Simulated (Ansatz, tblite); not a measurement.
Forces on Be5⁻ at its PBE0/def2-TZVPD geometry. Charge -1, multiplicity 2.

The xTB rows come from tblite. At BLYP/def2-TZVPD the highest occupied level of the charge -1 doublet lies above zero (up to 0.69 eV). By energy differences its removal costs 1.75 eV (vertical, to the charge 0 singlet, at PBE/def2-TZVPD). The structure comes from a short search, and lower isomers may exist.

GFN1-xTB (tblite), largest force 1.02 eV/Å:

```xyz
5
positions Å, forces eV/Å
Be    0.502    0.232    1.054    0.344    0.160    0.675
Be   -0.845    1.396   -0.034    0.005   -0.186   -0.138
Be    0.740   -1.446   -0.164   -0.163    0.115   -0.124
Be    0.673    0.418   -0.938    0.679    0.406   -0.645
Be   -1.070   -0.600    0.081   -0.865   -0.496    0.231
```

GFN2-xTB (tblite), largest force 3.66 eV/Å:

```
Be 1.420 0.679 2.548
Be -1.730 2.509 -0.271
Be 1.208 -2.761 -0.512
Be 2.248 1.356 -2.307
Be -3.146 -1.783 0.543
```

BLYP/def2-TZVPD (Ansatz), largest force 0.08 eV/Å:

```
Be -0.044 -0.023 -0.063
Be -0.026 0.050 -0.011
Be 0.027 -0.042 -0.016
Be -0.016 -0.016 0.058
Be 0.058 0.031 0.032
```
